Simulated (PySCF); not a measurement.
## Bromine: a sound run and one with changed settings

Sound run: Br⁺ [Ar] 3d10 4s2 4p4, Br²⁺ [Ar] 3d10 4s2 4p3. Calculation: PySCF 2.14, in Sapporo-DKH3-DZP-2012 (6s5p3d1f, 43 functions); the spin-free X2C one-electron Hamiltonian (Gaussian nucleus). In the sound run the correlated levels freeze [Ar] 3d10. The sound run starts from symmetry-adapted Hartree-Fock orbitals and uses a fine grid where one is needed.

Changed run: the non-relativistic Hamiltonian (point nucleus). This setting is unsound on purpose.

```
species   method  sound run (hartree)  changed run (hartree)  converged
    Br⁺      UHF          -2603.95774            -2551.25369        yes
    Br⁺      LDA          -2601.97991            -2549.34803        yes
    Br⁺      PBE          -2605.37613            -2552.71907        yes
    Br⁺      MP2          -2604.03409            -2551.33054        yes
    Br⁺  CCSD(T)          -2604.05077            -2551.34803        yes
   Br²⁺      UHF          -2603.21414            -2550.50830        yes
   Br²⁺      LDA          -2601.18336            -2548.54975        yes
   Br²⁺      PBE          -2604.58980            -2551.93074        yes
   Br²⁺      MP2          -2603.27446            -2550.56980        yes
   Br²⁺  CCSD(T)          -2603.28984            -2550.58620        yes
```

Ionisation energy of Br⁺:

| method | sound run (eV) | changed run (eV) |
| --- | --- | --- |
| UHF | 20.235 | 20.283 |
| LDA | 21.675 | 21.722 |
| PBE | 21.397 | 21.452 |
| MP2 | 20.671 | 20.701 |
| SCS-MP2 | 20.687 | 20.715 |
| CCSD | 20.695 | 20.720 |
| CCSD(T) | 20.706 | 20.730 |

Most of the change in total energy is the relativistic energy itself. On top of that the contraction fixes the core shape for the Hamiltonian it was made with, so the changed run is not a good calculation with the other Hamiltonian either.

For comparison, NIST gives 21.591 eV between the lowest levels.
